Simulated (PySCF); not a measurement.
## What went wrong, or what changed?

The sound run of [BiCl4]− (singlet) uses PySCF 2.14.0, RKS BP86, Bi def2-SVP with ECP60, Cl def2-SVP; non-relativistic Hamiltonian with scalar-relativistic core potentials where named; density fitting; no spin-orbit coupling, grid (50, 194), threshold 1e-8 and 55 cycles at the relaxed geometry:
```xyz
5

Bi    0.0051    0.2454    0.0000
Cl   -0.0269   -1.2935    2.1359
Cl   -0.0269   -1.2935   -2.1359
Cl    2.1723    1.7403    0.0000
Cl   -2.0981    1.8291    0.0000
```
This run, with dm0 from free metal ions and neutral atoms, differs:

```python
mol = gto.M(atom='''
Bi     0.00510     0.24542    -0.00000
Cl    -0.02689    -1.29355     2.13590
Cl    -0.02689    -1.29355    -2.13590
Cl     2.17229     1.74029    -0.00000
Cl    -0.39433     0.54618     0.00000''',
    basis={'Bi': 'def2-SVP', 'Cl': 'def2-SVP'},
    ecp={'Bi': 'def2-SVP'},
    charge=-1, spin=0)
mf = dft.RKS(mol, xc='B88,P86')
mf.grids.atom_grid = (50, 194)
mf = mf.density_fit()  # fitting sets: Bi def2-universal-JKFIT, Cl def2-universal-JKFIT
mf.conv_tol = 1e-08; mf.max_cycle = 97
mf.kernel(dm0)
mf.nuc_grad_method().kernel()
```

Problem. What was changed, and how did it end?

Solution. One atom was put far too close to the first. It converged in 15 cycles, 2295.544 eV from the sound run, largest force component 10534.57 eV/Å. The cycle limit differs too. These settings are unsound on purpose: the numbers aren't the compound's.
```
init E= -2046.27568207256
cycle= 1 E= -1970.63645986519  delta_E= 75.6  |g|=  1.8  |ddm|=  217
cycle= 2 E= -1970.74283888839  delta_E= -0.106  |g|= 1.11  |ddm|= 90.2
cycle= 3 E= -1971.02161674839  delta_E= -0.279  |g|= 0.409  |ddm|= 76.1
cycle= 4 E= -1970.98124425328  delta_E= 0.0404  |g|= 0.512  |ddm|=   56
cycle= 5 E= -1971.07754402453  delta_E= -0.0963  |g|= 0.152  |ddm|= 41.6
...
cycle= 13 E= -1971.08954120028  delta_E= -9.27e-08  |g|= 0.000257  |ddm|= 0.053
cycle= 14 E= -1971.08954122918  delta_E= -2.89e-08  |g|= 0.000114  |ddm|= 0.0317
cycle= 15 E= -1971.08954123541  delta_E= -6.23e-09  |g|= 1.35e-05  |ddm|= 0.00861
Extra cycle  E= -1971.08954123286  delta_E= 2.54e-09  |g|= 7.57e-05  |ddm|= 0.00723
converged SCF energy = -1971.08954123286
```

Run from Python with OMP_NUM_THREADS=2; the lines above give its settings.
It took 5.7 s on 2 threads of Arm Neoverse V1, with other jobs on the host.
